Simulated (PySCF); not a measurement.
# How exact exchange moves a shielding

Molecule: `PBCC=C`, C3H8BP.

Numbering as in the mapped SMILES `[CH2:1]=[CH:2][CH2:3][BH:4][PH2:5]` (H(Xn): hydrogen on atom n). Ha(C1) is cis to C3; Hb(C1) is trans to C3.

GIAO shieldings (ppm, equivalent atoms averaged) in PySCF 2.14 on the PBE0-D3(BJ)/def2-SVP geometry, basis pcSseg-2, gas phase, non-relativistic:

| functional | exact exchange (%) | σ(C1) | σ(C3) | σ(B4) |
| --- | --- | --- | --- | --- |
| BLYP | 0 | 54.5 | 128.8 | -4.4 |
| BP86 | 0 | 57.6 | 133.1 | -0.1 |
| PBE | 0 | 57.5 | 132.6 | -1.9 |
| B3LYP | 20 | 56.4 | 135.8 | -0.3 |
| mPW1PW91 | 25 | 59.4 | 140.9 | 3.8 |
| BHandHLYP | 50 | 60.2 | 144.6 | 6.8 |
| HF | 100 | 69.1 | 157.6 | 22.4 |

**Question.** Fit each shielding as a line in the percentage of exact exchange.

**Answer.** σ(C1) = 55.9 + 0.12 x (rms 1.5 ppm); σ(C3) = 131.8 + 0.26 x (rms 1.7 ppm); σ(B4) = -2.9 + 0.24 x (rms 1.8 ppm). The functionals also differ in their semilocal parts, which the line can't hold; Hartree–Fock has no correlation at all.

**Question.** What does the line predict for PBE0 (25 %), and what does the run give?

**Answer.** σ(C1): 58.9 predicted, 60.0 computed; σ(C3): 138.3 predicted, 141.0 computed; σ(B4): 3.1 predicted, 3.4 computed ppm.
